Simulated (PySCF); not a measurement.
# Excitation energy of Tl⁺ by level of theory

Tl⁺ [Xe] 4f14 5d10 6s2 (1S) → Tl⁺ [Xe] 4f14 5d10 6s1 7s1 (3S), as a difference of total energies. All numbers are calculated (PySCF 2.14, scalar relativity through the core potential, in aug-cc-pVQZ-PP with ECP60MDF (7s7p5d3f2g, 92 functions)). Correlated levels: valence: 5s2 5p6 5d10 frozen. The calculations carry no spin-orbit coupling.

```csv
method,excitation energy (cm⁻¹),error (cm⁻¹)
UHF,91270,-13960
MP2 (valence),95281,-9948
SCS-MP2 (valence),96622,-8607
CCSD (valence),96351,-8878
```

Reference: 105230 cm⁻¹ (measured; NIST levels).

Errors of the correlated levels include the incompleteness of this basis and the frozen core.

Every method misses the reference by a wide margin, which points to the basis or the choice of state and not to the methods.

With two correlated electrons CCSD is exact in that space.
